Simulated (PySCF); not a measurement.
How do the members of this family differ from one of them?

PySCF, PBE0/def2-SVPD, density fitting, gas phase; each molecule at its own PBE0-D3(BJ)/def2-SVP geometry, one conformer. Singlet excitations by full TDDFT with frozen cores, triplets by Tamm–Dancoff TDDFT and ionisation energies by ΔSCF, from the lowest of the holes tried. 

Torsions of the conformers computed, which needn't be the lowest (atom-mapped SMILES):
- `[H]/[N:1]=[CH:2]\[CH:3]=[O:4]`: N1–C2–C3–O4 0°
- `[O:1]=[CH:2][n:3]1[cH:4][cH:5][cH:6][cH:7]1`: O1–C2–N3–C4 180°
- `[CH3:1][Si:2]([CH3:3])([CH3:4])[O:5][CH:6]=[O:7]`: C1–Si2–O5–C6 179°, Si2–O5–C6–O7 0°
- `[O:1]=[CH:2][N:3]([SiH3:4])[SiH3:5]`: O1–C2–N3–Si4 179°
- `[CH3:1][N:2]([CH3:3])[C:4](=[O:5])[CH:6]=[O:7]`: C1–N2–C4–O5 0°, N2–C4–C6–O7 -2°
- `[CH2:1]=[CH:2][CH2:3][CH:4]=[O:5]`: C1–C2–C3–C4 -132°, C2–C3–C4–O5 -4°

Reference: `[H]/N=C\C=O`, with HOMO energy -8.03 eV, LUMO energy -2.85 eV, lowest singlet excitation 3.21 eV, lowest triplet excitation 2.58 eV, mean polarisability 35.0 au, dipole moment 2.30 D and vertical ionisation energy 10.47 eV.

Changes against it:

| molecule | Δ HOMO energy (eV) | Δ LUMO energy (eV) | Δ lowest singlet excitation (eV) | Δ lowest triplet excitation (eV) | Δ mean polarisability (au) | Δ dipole moment (D) | Δ vertical ionisation energy (eV) |
| --- | --- | --- | --- | --- | --- | --- | --- |
| O=CN([SiH3])[SiH3] | -0.06 | +2.53 | +2.31 | +2.39 | +42.2 | +0.57 | -0.29 |
| CN(C)C(=O)C=O | +0.51 | +0.59 | +0.06 | +0.12 | +29.8 | +0.55 | -0.98 |
| CC#CC=O | +0.12 | +0.98 | +0.63 | +0.64 | +18.7 | +1.81 | -0.38 |
| C=CCC=O | +0.55 | +2.02 | +1.16 | +1.15 | +18.1 | +0.43 | -0.92 |

Rows whose labels were lost:

```tsv
row	Δ HOMO energy (eV)	Δ LUMO energy (eV)	Δ lowest singlet excitation (eV)	Δ lowest triplet excitation (eV)	Δ mean polarisability (au)	Δ dipole moment (D)	Δ vertical ionisation energy (eV)
P	-0.14	+2.82	+2.56	+2.61	+44.7	-0.05	-0.25
Q	+1.15	+1.51	+1.38	+0.83	+33.4	+0.20	-1.59
```

**Question.** Which row belongs to which of `O=Cn1cccc1` and `C[Si](C)(C)OC=O`?

**Answer.** P = `C[Si](C)(C)OC=O` and Q = `O=Cn1cccc1`. P and Q are told apart most clearly by the lowest triplet excitation (+2.61 against +0.83 eV); P lies nearest to the labelled row of `O=CN([SiH3])[SiH3]`.
